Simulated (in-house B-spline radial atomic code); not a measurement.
Response of Se6+ as one setting changes: the share of exact exchange in a PBE hybrid. A dash marks a strongly mixed or unbound state. Computed with a B-spline radial code for spherical atoms: linear response of the closed shell [Ar] 3d10 with the functional's adiabatic kernel; scalar-relativistic (spin-free one-electron X2C), finite nucleus, no spin-orbit coupling, no double excitations, S, P, D and F terms only. Only terms of natural parity with L up to 3 were computed.

| share of exact exchange in a PBE hybrid | lowest 1P (eV) | lowest 3P, Tamm-Dancoff (eV) | minus highest occupied level (eV) | α (bohr³) |
| --- | --- | --- | --- | --- |
| 0 | 3d → 4p 66.60 | 3d → 4p 64.63 | 139.86 | 0.3908 |
| 0.1 | 3d → 4p 67.42 | 3d → 4p 65.42 | 141.77 | 0.387 |
| 0.2 | 3d → 4p 68.24 | 3d → 4p 66.21 | 143.67 | 0.3832 |
| 0.3 | 3d → 4p 69.05 | 3d → 4p 67.00 | 145.58 | 0.3795 |
| 0.4 | ? | ? | ? | ? |
| 0.5 | 3d → 4p 70.67 | 3d → 4p 68.56 | 149.42 | 0.3724 |
| 0.6 | 3d → 4p 71.48 | 3d → 4p 69.34 | 151.34 | 0.369 |
| 0.7 | 3d → 4p 72.29 | 3d → 4p 70.11 | 153.27 | 0.3657 |
| 0.8 | ? | ? | ? | ? |
| 0.9 | 3d → 4p 73.89 | 3d → 4p 71.66 | 157.14 | 0.3593 |
| 1 | 3d → 4p 74.69 | 3d → 4p 72.43 | 159.08 | 0.3562 |

Problem. What belongs in the row for 0.4?

Solution. lowest 1P (eV): 3d → 4p 69.87; lowest 3P, Tamm-Dancoff (eV): 3d → 4p 67.78; minus highest occupied level (eV): 147.50; α (bohr³): 0.3759.

Problem. What belongs in the row for 0.8?

Solution. lowest 1P (eV): 3d → 4p 73.09; lowest 3P, Tamm-Dancoff (eV): 3d → 4p 70.89; minus highest occupied level (eV): 155.20; α (bohr³): 0.3625.
